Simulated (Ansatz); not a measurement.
`N[SiH2]C[SiH](N)Cl` and `N[SiH2]C[SiH](N)F` differ in one element.

Ansatz, PBE0-D4/def2-TZVP geometries, multiplicity 1. Each molecule was computed in one conformer, which needn't be the lowest.

```
                                          property  `N[SiH2]C[SiH](N)Cl`
               LUMO energy (B3LYP/def2-TZVPP) / eV                  0.15
size of the dipole moment (ωB97M-V/def2-TZVPP) / D                  1.83
  size of the dipole moment (B3LYP/def2-TZVPP) / D                  1.82
             LUMO energy (ωB97M-V/def2-TZVPP) / eV                  1.91
    size of the dipole moment (PBE/def2-TZVPP) / D                  1.88
                HOMO energy (PBE0/def2-TZVPP) / eV                 -7.59
```

Give the same properties after the change, and the shifts. (Best estimate.)

Computed: 
```json
{"property": "LUMO energy (B3LYP/def2-TZVPP) / eV", "`N[SiH2]C[SiH](N)F`": "0.10", "shift": "-0.05"}
{"property": "size of the dipole moment (ωB97M-V/def2-TZVPP) / D", "`N[SiH2]C[SiH](N)F`": "2.88", "shift": "1.05"}
{"property": "size of the dipole moment (B3LYP/def2-TZVPP) / D", "`N[SiH2]C[SiH](N)F`": "2.87", "shift": "1.05"}
{"property": "LUMO energy (ωB97M-V/def2-TZVPP) / eV", "`N[SiH2]C[SiH](N)F`": "1.85", "shift": "-0.06"}
{"property": "size of the dipole moment (PBE/def2-TZVPP) / D", "`N[SiH2]C[SiH](N)F`": "2.87", "shift": "0.99"}
{"property": "HOMO energy (PBE0/def2-TZVPP) / eV", "`N[SiH2]C[SiH](N)F`": "-7.65", "shift": "-0.06"}
```

Dipoles are sizes alone; their direction can turn.

B3LYP here is the variant with VWN-RPA as its local correlation; programs differ in this.
